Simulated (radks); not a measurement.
Kinetic energies: the exact non-interacting value of the Kohn-Sham orbitals and orbital-free approximations, as 100 (|E| - |E exact|)/|E exact|, negative where the magnitude is too small. Species: C2+ [He] 2s2; Sn2+ [Kr] 4d10 5s2. Method: non-relativistic Kohn-Sham, PBE, spin-polarised, spherical densities, point nucleus; computed with a radial shooting solver on a logarithmic mesh with Libxc functionals. Every spin shell is full or empty, so the densities are truly spherical. Functionals are evaluated on that one density, not self-consistently.

functional           C2+     Sn2+
exact (hartree)  36.3762  6021.76
Thomas-Fermi      -10.48    -5.29
von Weizsacker     -9.32   -58.43
TF + vW/9          -0.41    -0.67
TF + vW/5          +7.65    +3.03
Thakkar            -0.19    -0.56
Pearson            -4.56    -0.91
PG1               +44.54   +15.09
DePristo-Kress     -1.78    -0.09
Ernzerhof          +1.58    -0.39
